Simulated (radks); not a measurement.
Q: The krypton ion Kr13+ is in [Ar] 3d(3/2: 4, 5/2: 1). All-electron calculation, Dirac Kohn-Sham, PBE, spin-unpolarised, spherical densities, finite nucleus; Fermi nuclear charge, rms radius of each element as measured or else 0.836 A^(1/3) + 0.57 fm. Program: a radial shooting solver on a logarithmic mesh with Libxc functionals. Sub-shells are occupied by j as written (lower j first in brackets). One electron is removed from 3d5/2, 3p3/2, 3p1/2, 3d3/2 in turn, with full relaxation. Which removal costs least, and what does each cost?

A: 3d5/2 441.39 eV; 3d3/2 443.25 eV; 3p3/2 548.99 eV; 3p1/2 558.65 eV. The 3d5/2 electron leaves first.
